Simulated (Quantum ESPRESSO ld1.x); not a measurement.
Species: Cl7+. Configuration: [Ne].

Calculated with ld1.x of Quantum ESPRESSO 7.5: non-relativistic Kohn-Sham, PBE, spin-unpolarised, spherical densities, point nucleus.

Energy parts (Ry):
part                     energy
total                  -889.922
kinetic                 889.169
electron-nucleus      -2012.277
Hartree                 282.488
exchange-correlation    -49.302

Orbitals (lengths in bohr, moments of r in powers of bohr; <r^-3> diverges for s and p1/2; r(max) is where P^2 peaks):
[
 {"orbital": "1s", "occ.": "2", "eigenvalue (Ry)": "-211.625", "<r^2>": "0.01122", "<r^-3>": "-", "r(max)": "0.060", "<r^4>": "0.0003238"},
 {"orbital": "2s", "occ.": "2", "eigenvalue (Ry)": "-28.0481", "<r^2>": "0.2306", "<r^-3>": "-", "r(max)": "0.362", "<r^4>": "0.09429"},
 {"orbital": "2p", "occ.": "6", "eigenvalue (Ry)": "-23.7443", "<r^2>": "0.1988", "<r^-3>": "103.7", "r(max)": "0.301", "<r^4>": "0.08215"}
]

The highest occupied level is 2p at -323.06 eV. For comparison, the ionisation energy in NIST's Atomic Spectra Database is 348.31 eV (measured). In exact Kohn-Sham theory the highest level is minus the ionisation energy, but local and semilocal functionals leave it too shallow, through self-interaction and a potential that decays too fast; potentials with the right tail come closer. Summed over all electrons, <r^2> = 1.676 bohr^2, which gives a Langevin (diamagnetic) susceptibility term of -1.33 x 10^-6 cm^3/mol. The density falls to 0.001 e/bohr^3 at r = 1.41 bohr. Virial ratio -V/T = 2.00085.
